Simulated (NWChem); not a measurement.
Species: GaCl, singlet; SMILES [Cl][Ga]

Program: NWChem. Low-valent species are run as closed-shell singlets; no triplet was tried in these runs. Structure relaxed at the B3LYP/6-31G* (spherical d) level. Total energies compare along this basis series because the functional is fixed.

| level | basis functions | energy (Ha) | highest occupied level (eV) | orbital gap (eV) | dipole (D) | relative time |
|---|---|---|---|---|---|---|
| TPSS/def2-SVP | 50 | -2384.7415 | -6.52 | 4.23 | 2.14 | 1 |
| TPSS/def2-SVPD | 65 | -2384.7505 | -6.73 | 4.29 | 2.64 | 1 |
| TPSS/def2-TZVP | 85 | -2385.1423 | -6.59 | 4.24 | 2.50 | 4 |
| TPSS/def2-TZVPP | 90 | -2385.1424 | -6.59 | 4.24 | 2.50 | 4 |
| TPSS/def2-QZVP | 145 | -2385.1998 | -6.64 | 4.23 | 2.52 | 20 |

Relative times are rough (shared machine, one core).
